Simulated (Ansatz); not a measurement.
A structure relaxed at r2SCAN-D4/def2-SVPD in Ansatz, charge -2, singlet:

```xyz
5

Mo    0.047   -0.072    0.039
O    -1.002   -1.473    0.204
O     1.418   -0.517   -0.967
O     0.644    0.370    1.632
S    -1.107    1.691   -0.907
```

(1) Give its formula, name or SMILES and point group.

(2) Summarise the bond lengths by kind (pairs closer than 1.2 times the sum of covalent radii, bridged metal pairs left out).

## Answers

(1) [MoO3S]2- (MoSO3²⁻). Point group C3v (tolerance 0.1 Å).

(2) 3 × Mo–O 1.76 Å; 1 × Mo–S 2.31 Å. The metal has 4 neighbours: O 1.76 Å, O 1.76 Å, O 1.76 Å, S 2.31 Å.

In the def2 sets Mo takes a core potential; there is no spin–orbit coupling. A multiply charged anion in the gas phase is held together partly by the finite basis. Removing one electron lowers the energy by 0.86 eV at PBE0-D4/def2-TZVPD, so it isn't bound. The highest occupied level of the charge -2 singlet lies above zero (up to 3.39 eV). By energy differences it is unbound by 0.86 eV (vertical, to the charge -1 doublet, at PBE0-D4/def2-TZVPD) and held by the finite basis. The relaxation made no stability test and no search for a lower SCF solution.
